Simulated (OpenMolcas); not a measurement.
# CHFGaN (SMILES N#[C][GaH][F]): the dipole moment, rung by rung

The species is CHFGaN (5 atoms), meant as a singlet with charge 0. SMILES: `N#[C][GaH][F]`. Geometry: relaxed at PBE0-D4/def2-TZVP.

```csv
atom,x (Å),y (Å),z (Å)
N,1.2140,-1.6572,1.2660
C,0.6410,-0.8647,0.6563
Ga,-0.2597,0.5190,-0.3455
F,-1.7247,-0.0535,-1.0926
H,0.1792,1.9827,-0.5256
```

Quantity: the dipole moment, in D. The values are calculated.

```
         level             kind     program  value (D)  CPU time
 SVWN5/cc-pVDZ              LDA  OpenMolcas       3.03      26 s
  BLYP/cc-pVDZ              GGA  OpenMolcas       2.91      36 s
revPBE/cc-pVDZ              GGA  OpenMolcas       2.92      36 s
 M06-L/cc-pVDZ         meta-GGA  OpenMolcas       3.16      51 s
  TPSS/cc-pVDZ         meta-GGA  OpenMolcas       2.94      54 s
 B3LYP/cc-pVDZ    global hybrid  OpenMolcas       3.08      35 s
 BHLYP/cc-pVDZ    global hybrid  OpenMolcas       3.26      32 s
M06-2X/cc-pVDZ  hybrid meta-GGA  OpenMolcas       3.13      43 s
```

All-electron rows without a relativistic Hamiltonian named are non-relativistic. The values span 2.91 to 3.26 D. Times are those of the runs behind each value, whatever else they computed, on shared processors of several kinds: orders of magnitude only.
